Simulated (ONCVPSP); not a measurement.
# lanthanum, ONCV: configuration errors across variants

| Quantity | Value |
| --- | --- |
| Element | lanthanum (La) |
| Generator | ONCVPSP 4.0.1 |
| Type | optimised norm-conserving Vanderbilt (ONCV) |
| Functional | PW91 |
| Relativity | fully relativistic |
| Frozen core | [Kr] 4d10 |
| Valence charge | 11 |
| Reference configuration | 5s2 5p6 5d1.5 6s1.5 |
| Partial waves | 5s+6s: rc 2.30 bohr, ncon 4, nbas 7, qcut 4.6 1/bohr, 3 projectors, debl 3.2 Ha; 5p: rc 1.70 bohr, ncon 4, nbas 8, qcut 5.1 1/bohr, 3 projectors, debl 1.1 Ha; 5d: rc 2.50 bohr, ncon 4, nbas 7, qcut 3.4 1/bohr, 2 projectors, debl 2.5 Ha; f scattering state at 0.2 Ha: rc 2.45 bohr, ncon 4, nbas 9, qcut 4.1 1/bohr, 2 projectors, debl 1.7 Ha |
| Local potential | polynomial inside 1.45 bohr (lpopt 3, dvloc0 0 Ha) |
| Core correction | Teter function fitted to the true core (icmod 2), fcfact 0.4 |

Open shells are filled in proportion to 2j + 1.

In the f channel the program set the typed energies aside and used -0.127, 1.573 Ha (j = l + 1/2; the other j can differ).

All-electron excitation energies from the reference (eV): (1) 5s2 5p6 5d1 6s2 -0.351; (2) 5s2 5p6 5d1 6s1 5.657; (3) 5s2 5p6 5d1 6s0 16.570; (4) 5s2 5p6 5d0 6s0 35.577.

2 further variants failed, have other tests or too few solved ones, and are left out.

A true bound ghost makes a file unfit for plane-wave use even where its test errors are small: the radial tests pick states by their node count and pass the ghost by.

Errors AE − PS in meV (a dash: test not solved or not reliable):

| change | (1) | (2) | (3) | (4) | bound ghosts | GHOST(+) flags above zero |
| --- | --- | --- | --- | --- | --- | --- |
| base | -1.0 | +0.1 | -0.5 | +4.6 | p3/2, p1/2 | s, p1/2 |
| p: ncon 5, nbas 9 | -1.0 | +0.1 | -0.6 | +4.6 | p3/2, p1/2 | s, p3/2, p1/2 |
| d: qcut 2.3 | -0.9 | +0.2 | -0.5 | +8.5 | p3/2, p1/2 | s, p1/2 |
| core correction Teter function fitted to the true core (icmod 2), fcfact 0.56 | -1.0 | +0.1 | -0.5 | +4.6 | p3/2, p1/2 | s, p1/2 |
| local potential polynomial inside 1.20 bohr (lpopt 5, dvloc0 0 Ha) | -1.0 | +0.1 | -0.5 | +4.6 | s, p3/2, p1/2 | p3/2, d5/2, p1/2 |

Q: Give the same row for: s: qcut 3.9; p: qcut 4.4; d: qcut 2.9; f: qcut 3.5.

A: -1.3, +0.1, -1.0, +6.4; bound ghosts: p3/2, p1/2; GHOST(+) flags above zero: s, p3/2.
